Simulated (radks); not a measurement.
Values are calculated unless marked as measured or tabulated.
Q: These are the eigenvalues of the occupied orbitals of an atom or ion with whole-number occupations (Ry). Code: a radial shooting solver on a logarithmic mesh with Libxc functionals. Model: non-relativistic Kohn-Sham, PBE, spin-polarised, spherical densities, point nucleus.

1s up: -3195.276
1s down: -3195.272
2s up: -641.7788
2s down: -641.3938
2p up: -618.7260
2p down: -618.4520
3s up: -244.4973
3s down: -244.1574
3p up: -235.5386
3p down: -235.1594
3d up: -221.0744

Which element is it, and in what charge state? The configuration may be excited. Open shells, if any, are filled with parallel spins first.

A: Z = 60, neodymium, charge +41: Nd41+ in [Ar] 3d1. The list shows which subshells hold electrons but not how many an open one holds; the 1s level, -1597.6 hartree, gives Z - s = 56.5 by -(Z - s)^2/2, which with screening narrows Z to a few neighbours, and the depths of the outer levels then fix element, charge and occupations together.
